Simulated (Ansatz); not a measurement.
A structure relaxed at PBE-D4/def2-SVP in Ansatz, charge 0, singlet:

```xyz
46

C    -2.5122   -5.0268    0.4709
O    -1.3790   -4.2099    0.6350
C    -1.4557   -2.9582   -0.0058
C    -2.5906   -2.0492    0.4547
O    -2.5179   -1.8787    1.8534
C    -3.5607   -1.0749    2.3888
C    -3.3388    0.4324    2.2574
O    -2.3741    0.9420    3.1669
C    -1.0096    0.7593    2.8163
C    -0.5035    1.7640    1.7814
O    -0.9474    1.4955    0.4540
C    -0.0855    0.6532   -0.2960
C     1.0587    1.4133   -0.9692
C     1.9553    0.5008   -1.8127
C     3.0496    1.2319   -2.6009
C     4.1229    1.8981   -1.7355
C     5.2062    2.6302   -2.5254
Se    4.5787    4.1909   -3.5773
H    -2.2589   -6.0262    0.8770
H    -3.4045   -4.6485    1.0245
H    -2.7984   -5.1476   -0.6043
H    -1.5505   -3.0724   -1.1182
H    -0.4850   -2.4596    0.1966
H    -2.5024   -1.0824   -0.0997
H    -3.5851   -2.4803    0.1726
H    -4.5379   -1.3444    1.9133
H    -3.6268   -1.3263    3.4684
H    -3.0919    0.7099    1.2080
H    -4.2933    0.9393    2.5172
H    -0.4380    0.9181    3.7564
H    -0.8126   -0.2840    2.4791
H    -0.8870    2.7712    2.0519
H     0.6114    1.8103    1.8291
H     0.3221   -0.1737    0.3365
H    -0.7166    0.1707   -1.0740
H     0.6208    2.2139   -1.6039
H     1.6596    1.9307   -0.1900
H     2.4198   -0.2714   -1.1572
H     1.3181   -0.0626   -2.5301
H     2.5862    2.0052   -3.2527
H     3.5453    0.5109   -3.2883
H     4.6242    1.1232   -1.1098
H     3.6560    2.6083   -1.0187
H     6.0255    2.9819   -1.8695
H     5.6611    1.9686   -3.2920
H     4.2430    5.0034   -2.3785
```

Problem. Give its formula, name or SMILES.

Solution. `COCCOCCOCCOCCCCCC[SeH]`.

Problem. Summarise the bond lengths by kind (pairs closer than 1.2 times the sum of covalent radii, bridged metal pairs left out).

Solution. 8 × C–O 1.41 to 1.43 Å; 8 × C–C 1.53 Å; 1 × C–Se 1.98 Å; 27 × C–H 1.11 to 1.12 Å; 1 × H–Se 1.49 Å.

Single mean-field runs in def2-SVP are fitted with def2-universal-jkfit.
